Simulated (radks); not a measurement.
Charge is removed step by step from the 3s level of the magnesium ion Mg+, starting from [Ne] 3s1. Calculated with a radial shooting solver on a logarithmic mesh with Libxc functionals: scalar-relativistic Kohn-Sham, r2SCAN, spin-unpolarised, spherical densities, finite nucleus; meta-GGA in the generalised Kohn-Sham scheme; Fermi nuclear charge, rms radius 3.057 fm.

removed (e)  E - E(0) (eV)  eigenvalue (eV)
0                    0.000          -11.302
0.25                 3.035          -12.973
0.5                  6.481          -14.584
0.75                10.312          -16.010

The mean slope of the eigenvalue, de/dn, is 6.28 eV per electron.
